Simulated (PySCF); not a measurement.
Two species compared at the same levels of theory.

First species: C₈H₉FO.
SMILES: `COc1ccc(cc1)CF`

Second species: C₆H₁₄N₂Si.
SMILES: `C=C(C)[C@@H]1CC[Si]1(N)N`

Levels: PBE0/pcSseg-1 for dipole moment, HOMO energy, LUMO energy and HOMO–LUMO gap; GFN2-xTB for rotational constant A and rotational constant C. Geometries: GFN2-xTB. Each structure is a single optimised conformer of the isolated species, non-relativistic unless stated. Electronic properties by PySCF.

The conformers computed, where there is a choice (atom-mapped SMILES and torsion angles):
- `[CH3:1][O:2][c:3]1[cH:4][cH:5][c:6]([CH2:7][F:8])[cH:9][cH:10]1`: C1–O2–C3–C4 180°, C5–C6–C7–F8 180°
- `[CH2:1]=[C:2]([CH3:3])[C@@H:4]1[CH2:5][CH2:6][Si:7]1([NH2:8])[NH2:9]`: C1–C2–C4–C5 -145°, H–N8–Si7–C6 -92°, H–N8–Si7–C6 45°, H–N9–Si7–C6 -43°, H–N9–Si7–C6 -179°

Problem. Which has the higher rotational constant A?

Solution. The first: 3.903 GHz against 1.821 GHz, a difference of 2.082 GHz.

Problem. Which of the two has the higher dipole moment, and by how much?

Solution. The first: 1.34 D against 1.20 D, a difference of 0.14 D.

Problem. Which of the two has the higher LUMO energy, and by how much?

Solution. The second: 0.79 eV against -0.27 eV, a difference of 1.06 eV.

Problem. Which has the higher HOMO–LUMO gap?

Solution. The second: 6.89 eV against 6.14 eV, a difference of 0.75 eV.

Problem. Which has the higher HOMO energy?

Solution. The second: -6.10 eV against -6.41 eV, a difference of 0.31 eV.

Problem. Which of the two has the higher rotational constant C, and by how much?

Solution. The second: 0.949 GHz against 0.585 GHz, a difference of 0.364 GHz.

On the first: A dipole of 1.34 D is allowed in Cs, and pure rotational transitions are dipole-allowed. The dipole equals about 4.5 × 10⁻³⁰ C·m (1 D = 3.33564 × 10⁻³⁰ C·m).

On the second: The dipole equals about 4.0 × 10⁻³⁰ C·m (1 D = 3.33564 × 10⁻³⁰ C·m).
